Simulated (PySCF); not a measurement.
Hf(Cl)3(NH2) (Cl3H2HfN), SMILES [NH2][Hf]([Cl])([Cl])[Cl], multiplicity 1.

Geometry: B3LYP-D3(BJ)/def2-SVP. The spin state was assumed, not searched. The structure was generated by enumeration; whether it is a known compound was not checked. The def2 effective core potentials stand for the cores of Hf; spin–orbit coupling is left out. The values are those of a single conformer.

Level of theory: B3LYP-D3(BJ)/def2-SVP (PySCF).

Frequencies are harmonic and unscaled.

### Question
List the normal modes with their intensities. (The exact figures need the calculation; the answer reports its results.)

### Answer

```tsv
mode	ν (cm⁻¹)	IR (km/mol)	Raman (Å⁴/amu)	depolarisation	moving atoms (share of kinetic energy)
1	36	7.6	1.7	0.75	Cl 48 %, H 45 %
2	89	2.5	1.7	0.75	Cl 85 %, Hf 13 %
3	97	5.4	0.8	0.74	Cl 73 %, Hf 24 %
4	122	0.4	0.6	0.75	Cl 38 %, H 31 %, N 21 %, Hf 10 %
5	142	0.5	2.8	0.75	N 55 %, Cl 21 %, H 18 %
6	154	0.5	2.1	0.75	H 46 %, N 29 %, Cl 25 %
7	367	16.3	10.4	0.01	Cl 94 %
8	379	57.8	0.5	0.60	Cl 77 %, Hf 23 %
9	380	53.1	0.3	0.75	Cl 72 %, Hf 21 %
10	489	41.3	0.7	0.75	H 75 %, N 19 %
11	499	215.7	2.4	0.66	H 77 %, N 23 %
12	657	85.4	17.0	0.06	N 77 %, H 14 %, Hf 9 %
13	1494	45.4	7.9	0.53	H 89 %, N 11 %
14	3516	94.8	148.2	0.15	H 96 %
15	3602	34.8	71.0	0.75	H 92 %, N 8 %
```
